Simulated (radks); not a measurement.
Task: The mean radii <r> (bohr) of the occupied orbitals of an atom or ion are listed with their occupations. Method: scalar-relativistic Kohn-Sham, LDA (Slater exchange, Perdew-Wang correlation), spin-unpolarised, spherical densities, finite nucleus; Fermi nuclear charge, rms radius of each element as measured or else 0.836 A^(1/3) + 0.57 fm; computed with a radial shooting solver on a logarithmic mesh with Libxc functionals.

orbital  occ.      <r>
1s          1  0.03082
2s          2   0.1266
2p          2   0.1085

Name the element and its charge.

Result: Z = 47, silver, charge +42: Ag42+ in 1s1 2s2 2p2. The 1s radius gives Z: for a bare nucleus <r> = (2 gamma + 1)/(2Z) with gamma = sqrt(1 - (Z/c)^2), 0.03062 bohr for Z = 47, and screening makes it slightly larger (0.03082 here). The occupations add up to 5, and the charge is Z minus that.
